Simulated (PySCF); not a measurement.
ClLi, charge -1, doublet, geometry from GFN2-xTB (such geometries of metal compounds can be far from the true shape) (a state made from the parent by changing its charge; the spin is typed, not shown lowest). Base run: PySCF with HF/def2-SVP.

Input for PySCF:
```python
from pyscf import gto, scf

mol = gto.Mole()
mol.atom = '''
    Li   -0.000000   -0.000000   -2.036377
    Cl    0.000000    0.000000    0.359361
'''
mol.basis = 'def2-svp'
mol.charge = -1
mol.spin = 1
mol.verbose = 4
mol.build()

mf = scf.UHF(mol)
mf.kernel()
mo_i, mo_e, stable_i, stable_e = mf.stability(internal=True, external=True, return_status=True, nroots=6, tol=1e-6)
print('internally stable:', stable_i, ' externally stable:', stable_e)
if not stable_i:
    umf = mf.copy()
    umf.scf_summary = {}
    umf.kernel(umf.make_rdm1(mo_i, mf.mo_occ))
mf.analyze()
```

The bond that is stretched is that between atoms 1 and 2. A test that says stable can miss a lower solution.

The base run was repeated with changes; each row names its change, and settings that it needs were set with it.

```json
[
 {"change": "base", "ΔE vs base (mEh)": "0.000", "<S^2>": "0.750", "stability test says": "stable"},
 {"change": "bond × 1.25", "ΔE vs base (mEh)": "25.311", "<S^2>": "0.750", "stability test says": "stable"},
 {"change": "bond × 1.5", "ΔE vs base (mEh)": "45.843", "<S^2>": "0.750", "stability test says": "stable"},
 {"change": "bond × 1.8", "ΔE vs base (mEh)": "61.654", "<S^2>": "0.750", "stability test says": "stable"},
 {"change": "bond × 2.2", "ΔE vs base (mEh)": "71.521", "<S^2>": "0.750", "stability test says": "stable"},
 {"change": "bond × 3.0", "ΔE vs base (mEh)": "76.482", "<S^2>": "0.750", "stability test says": "stable"}
]
```

On stretching, the SCF can end on different states; <S^2> shows the spin contamination of each.
